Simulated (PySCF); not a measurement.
# How far are cheaper levels from CCSD(T)/CBS for IF?

PySCF; the state is a singlet (closed shell). The composite is CCSD(T) extrapolated to the basis-set limit from two correlation-consistent sets, with core-valence (CV) and scalar-relativistic (SR) terms as its label shows; it has no spin–orbit coupling and nothing beyond (T). Here it is CCSD(T)/CBS(TQ)+CV. It gives Re = 1.911 Å, ωe = 631 cm⁻¹ and De = 2.98 eV to I + F.

```
      level                       basis                           relativity  Re (Å)  ωe (cm⁻¹)  De (eV)
        RHF          cc-pVDZ-PP/cc-pVDZ  scalar-relativistic core potentials   1.924        682     0.38
        RHF                  x2c-SVPall                        spin-free X2C   1.915        683     0.51
RHF-SCS-MP2                    def2-SVP  scalar-relativistic core potentials   1.956        613     2.34
RHF-CCSD(T)  aug-cc-pVDZ-PP/aug-cc-pVDZ  scalar-relativistic core potentials   1.953        612     2.73
     PBEsol                  def2-TZVPP  scalar-relativistic core potentials   1.921        611     3.64
     r²SCAN                  def2-TZVPP  scalar-relativistic core potentials   1.916        617     2.95
       PBE0                    def2-SVP  scalar-relativistic core potentials   1.941        632     2.59
  BHandHLYP          cc-pVDZ-PP/cc-pVDZ  scalar-relativistic core potentials   1.940        648     1.99
      ωB97X          cc-pVDZ-PP/cc-pVDZ  scalar-relativistic core potentials   1.952        635     2.54
     B2PLYP                  x2c-SVPall                        spin-free X2C   1.956        610     2.55
```

Q: Give the difference of each row from the composite.

A: 

```csv
level,basis,ΔRe (pm),Δωe (%),ΔDe (eV)
RHF,cc-pVDZ-PP/cc-pVDZ,+1.3,+8.1,-2.60
RHF,x2c-SVPall,+0.4,+8.2,-2.47
RHF-SCS-MP2,def2-SVP,+4.5,-2.9,-0.64
RHF-CCSD(T),aug-cc-pVDZ-PP/aug-cc-pVDZ,+4.2,-3.0,-0.25
PBEsol,def2-TZVPP,+1.0,-3.2,+0.66
r²SCAN,def2-TZVPP,+0.5,-2.2,-0.03
PBE0,def2-SVP,+3.0,+0.2,-0.39
BHandHLYP,cc-pVDZ-PP/cc-pVDZ,+2.9,+2.7,-0.99
ωB97X,cc-pVDZ-PP/cc-pVDZ,+4.1,+0.6,-0.44
B2PLYP,x2c-SVPall,+4.5,-3.3,-0.43
```

Q: Which rows come closest in De?

A: r²SCAN in def2-TZVPP (-0.03 eV), counted from the composite.

Measured (Huber and Herzberg, Constants of Diatomic Molecules (1979)): Re = 1.909759 Å, ωe = 610.24 cm⁻¹; the composite is off by +1.0 mÅ and +20.9 cm⁻¹.

Correlated steps freeze the inner cores (5 to 19 orbitals); shallow outer-core shells are correlated. Correlated levels converge slowly with the basis: in double zeta they bind strong bonds too weakly, by up to about 1 eV, and carry superposition errors of some tenths. Spin–orbit coupling is left out, which matters for elements this heavy, above all for dissociation energies. Where the molecule has an RHF reference, its open-shell atoms are computed with UHF. B2PLYP dipoles, levels and charges come from its SCF part alone.
